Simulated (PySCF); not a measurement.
## Spinor energies of Cd (cadmium, neutral)

Start: [Kr] 4d10 5s1 5d1; 5s1/2 filled at m_j = +1/2; 5d5/2 filled at m_j = +5/2. Calculated with PySCF 2.14 in x2c-TZVPall-2c with one added diffuse shell each of s, p, d type (9s10p8d1f, 86 functions): generalised Hartree-Fock with the X2C-1e Hamiltonian and a Gaussian nucleus; one run each with spin-orbit coupling (SO) switched off, then screened by Boettger's factors. This is a chosen level, not necessarily the ground level.

```tsv
spinor shell	electrons	ε, spin-free (eV)	ε, screened SO (eV)	weight of nominal j (screened SO)	rms radius, screened SO (bohr)
1s1/2	2	-26850.7	-26848.5	1.000	0.0348
2s1/2	2	-4078.5	-4077.9	1.000	0.142
2p1/2	2	-3652.9	-3786.2	1.000	0.124
2p3/2	4	-3652.9	-3591.7	1.000	0.128
3s1/2	2	-801.87	-801.73	1.000	0.381
3p1/2	2	-658.81	-683.44	1.000	0.375
3d3/2	4	-435.53	-439.79	1.000	0.362
3d5/2	6	-435.53	-432.58	1.000	0.365
4s1/2	2	-133.54	-133.52	1.000	0.943
4p1/2	2	-89.336	-93.570	1.000	1.01
4p3/2	4	-89.336	-87.398	1.000	1.04
4d3/2	4	-24.147	-24.644	0.992	1.36
4d5/2	6	-24.147	-23.819	0.995	1.38
5s1/2	1	-11.746	-11.751	1.000	3.00
5d5/2	1	-1.228	-1.225	1.000	7.63
```

Where does 3p3/2 lie, and what is the 3p spin-orbit splitting (screened SO)?

At -647.46 eV, 35.978 eV above 3p1/2.

| quantity | spin-free | screened SO |
| --- | --- | --- |
| E (hartree) | -5590.55092 | -5591.67555 |
| M_J | 3 | 3 |
| ⟨J²⟩ | 12.001 | 12.001 |
| ⟨L²⟩ | 6.000 | 6.016 |
| ⟨S²⟩ | 2.001 | 2.017 |

Breit and QED terms are absent; they matter most for the inner s and p1/2 levels.

Densities and radii are taken from the X2C orbitals without a picture-change correction, which distorts them close to the nucleus.

Without spin-orbit coupling the j labels of p, d and f shells carry no meaning; the spin-free column gives the mean over the occupied spinors of each nl shell.
